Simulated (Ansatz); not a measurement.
`C#[C][Al]([F])[Cl]` + `[SeH][SeH]` → `[F][Al]([Cl])[SeH]` + `C#C[SeH]` at 298.15 K and 1 bar (redistribution).

Isolated molecules relaxed with PBE0-D4/def2-TZVP in Ansatz; ΔE leaves out vibrations. CCSD(T)/CBS is the MP2 limit (def2-TZVPP, def2-QZVPP) plus CCSD(T) − MP2 in def2-TZVPP, frozen cores. For Se outer-core shells are correlated without core-valence functions, which leaves a few kJ/mol of doubt a bond. Scalar relativity is left out up to krypton. One conformer a species, not always the lowest.

```
             species  CCSD(T)/CBS energy (Eh)  H − E (kJ/mol)  S (J/(mol·K))
`C#[C][Al]([F])[Cl]`               -878.39595            79.6          337.1
        `[SeH][SeH]`              -4802.61264            54.2          278.2
`[F][Al]([Cl])[SeH]`              -3203.08897            51.4          340.7
          `C#C[SeH]`              -2477.92583            81.8          276.8
```

H − E and S are ideal-gas, rigid-rotor, harmonic terms from PBE0-D4/def2-TZVP, for one conformer and one mirror image of each species. 1 Eh = 2625.50 kJ/mol, R = 8.31446 J/(mol·K).

Task: By hand: ΔE, ΔH, ΔS and ΔG.

Result: ΔE = (-3203.08897) + (-2477.92583) − (-878.39595) − (-4802.61264) = -0.00621 Eh = -16.3 kJ/mol. Δ(H − E) = 51.4 + 81.8 − 79.6 − 54.2 = -0.6, so ΔH = -16.9 kJ/mol. ΔS = 340.7 + 276.8 − 337.1 − 278.2 = 2.2 J/(mol·K). ΔG = -16.9 − 298.15 × (2.2)/1000 = -17.6 kJ/mol.

Task: By hand: the equilibrium constant, and the temperature at which ΔG would vanish if ΔH and ΔS stayed fixed.

Result: log₁₀ K = −ΔG/(RT ln 10) = 3.1. ΔH and −TΔS have one sign here, so there is no such temperature. One of them is within its doubt of zero, so this could turn.

The number of gas molecules stays the same, so ΔS is small and ΔH decides. A doubt of 5 kJ/mol in ΔE shifts log₁₀ K by 0.9 here. Other conformers and mirror images would add mixing entropy, several J/(mol·K) or more a flexible species. These are equilibria of isolated gas molecules and say nothing of rates. Largest T1 diagnostic: 0.012 (customary marks: 0.02 for closed shells, 0.045 for open ones).
